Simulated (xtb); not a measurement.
BrZn (SMILES [Zn][Br]), doublet, geometry from GFN2-xTB (such geometries of metal compounds can be far from the true shape) (the spin is typed, not shown lowest). Base run: GFN0-xTB in xtb.

Geometry (Å):
```xyz
2

Zn     0.0000     0.0000    -1.3153
Br     0.0000     0.0000     1.1274
```
Charge 0, spin multiplicity 2.
All else is at xtb's defaults.
Base energy -4.46787 Eh.

Variants of this job, named by their change:

```json
[
 {"change": "base", "ΔE vs base (mEh)": "0.000"},
 {"change": "acc = 0.1", "ΔE vs base (mEh)": "0.000"},
 {"change": "acc = 0.0001", "ΔE vs base (mEh)": "0.000"},
 {"change": "file = coord", "ΔE vs base (mEh)": "0.000"}
]
```
